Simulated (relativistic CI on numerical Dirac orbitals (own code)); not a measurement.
Computed by Dirac-Coulomb-Breit CI, orbitals from a KLI potential per configuration, model QED (radiative potential, 1s self-energy scaled to tabulated hydrogen-like ionisation energies), unscaled Slater integrals (own radial code, finite nucleus).

The strongest absorption lines from the ground level of an ion, among the configurations computed and to levels below about 113 eV (vacuum wavelength in nm, gf): 17.804 (0.48), 18.201 (0.25), 18.419 (0.37), 18.956 (0.78), 22.372 (0.8), 22.766 (13), 22.891 (7.8), 24.098 (3.1).

Question: Which ion is it?
A. Pd¹¹⁺
B. Mo⁹⁺
C. Mo⁷⁺
D. Ru⁹⁺

Answer: C. Mo⁷⁺ has 35 electrons and the ground level 4s²4p⁵ ²P°3/2; the strongest line goes to 4s²4p⁴4d ²D5/2. The pattern of lines fixes the number of electrons, and along that sequence the line energies rise steadily with the charge (about as its square where n changes within one kind of shell, about linearly where n is kept but much faster in heavy ions where fine structure, which grows about as Z⁴, sets the gap, and irregularly where shells cross), which fixes Z. Configurations outside the model, such as inner-shell arrays, can give stronger lines. At this charge configurations can still be misplaced by up to about 7 % of their energy. 4 of the 13 excited levels that our extract of the measured tables holds in this range could be paired (the sources list more); they are missed by 25120 cm⁻¹ on average and 80490 at most, and levels without a partner can miss by more.

LS names give the leading component of a level, which can be under half, so a name can repeat, a term be missing and a line seem to break the LS rules.
